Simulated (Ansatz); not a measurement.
CH7FO2SSi2, SMILES `C[SiH](F)S[SiH](O)O`. Charge 0, multiplicity 1.

Cartesian coordinates in Å:
```
C -2.7526 0.0312 0.4729
Si -1.0092 0.4869 0.0632
F -0.8723 0.6198 -1.5401
S 0.2796 -1.0604 0.7287
Si 2.1786 -0.2015 0.1936
O 3.1743 -1.4528 -0.1302
O 1.9834 0.8722 -1.0184
H -3.4429 0.7827 0.0823
H -2.8826 -0.0265 1.5561
H -3.0133 -0.9381 0.0428
H -0.6036 1.8014 0.6082
H 2.8070 0.5308 1.3021
H 2.8471 -2.1683 -0.6778
H 1.3064 0.7225 -1.6833
```

Give the diagnostics of a CCSD(T)/def2-TZVPP run (frozen core, Ansatz). (Estimate.)

Computed: T1 = 0.0118, largest single amplitude 0.013, largest double 0.014, (T) share of the correlation energy 3.6 %, 9 CCSD cycles. The RHF solution is stable towards an unrestricted one. T1 lies under the customary mark of 0.02 for closed shells.
